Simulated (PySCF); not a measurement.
# Ionisation energy of Ti by level of theory

Ti [Ar] 3d2 4s2 (3F) → Ti⁺ [Ar] 3d2 4s1 (4F), as a difference of total energies. Computed with PySCF 2.14 in aug-cc-pVTZ (8s7p5d3f2g, 93 functions), with the non-relativistic Hamiltonian (point nucleus). Correlated levels: valence: [Ar] frozen. The calculations carry no spin-orbit coupling.

```json
{"method": "UHF", "ionisation energy (eV)": "5.525"}
{"method": "PBE", "ionisation energy (eV)": "6.645"}
{"method": "PBE0", "ionisation energy (eV)": "6.527"}
{"method": "r2SCAN", "ionisation energy (eV)": "6.366"}
{"method": "B97-3", "ionisation energy (eV)": "6.884"}
{"method": "CAM-B3LYP", "ionisation energy (eV)": "6.759"}
{"method": "r2SCANh", "ionisation energy (eV)": "6.372"}
{"method": "MP2 (valence)", "ionisation energy (eV)": "6.338"}
{"method": "SCS-MP2 (valence)", "ionisation energy (eV)": "6.512"}
```

**Question.** Estimate what wB97M-V gives.

**Answer.** 6.773 eV, closest to CAM-B3LYP among the rows shown.

**Question.** Estimate what LDA gives.

**Answer.** 6.879 eV, closest to B97-3 among the rows shown.

These non-relativistic numbers lack the scalar-relativistic shift.

Errors of the correlated levels include the incompleteness of this basis and the frozen core.

MP2 underrates the near-degeneracy of ns² with np² in the lower species.

For comparison: 6.828 eV (measured; NIST levels, between the centres of gravity of the two terms).
